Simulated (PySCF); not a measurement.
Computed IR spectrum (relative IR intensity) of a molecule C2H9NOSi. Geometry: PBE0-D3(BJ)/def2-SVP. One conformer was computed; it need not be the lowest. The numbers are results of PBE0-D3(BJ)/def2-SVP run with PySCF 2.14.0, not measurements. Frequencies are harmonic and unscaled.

Lines under 2 % of the strongest are left out, and lines within 2 cm⁻¹ are merged.

ν (cm⁻¹): 198 (w), 260 (m), 270 (w), 319 (m), 399 (m), 631 (vw), 666 (vw), 753 (w), 768 (w), 828 (w), 877 (m), 904 (vs), 922 (vs), 1172 (m), 1224 (s), 1265 (m), 1429 (vw), 1477 (vw), 1541 (m), 2271 (s), 2997 (m), 3068 (m), 3121 (w), 3625 (w), 3727 (w) (against the strongest line: vs over 80 %, s over 45 %, m over 15 %, w over 4 %, vw less)

Task: Which structure fits?
A) CO[Si@H](C)N
B) CN[SiH2]OC
C) C[Si](C)(N)O
D) CO[SiH2]CN

Result: A, CO[Si@H](C)N
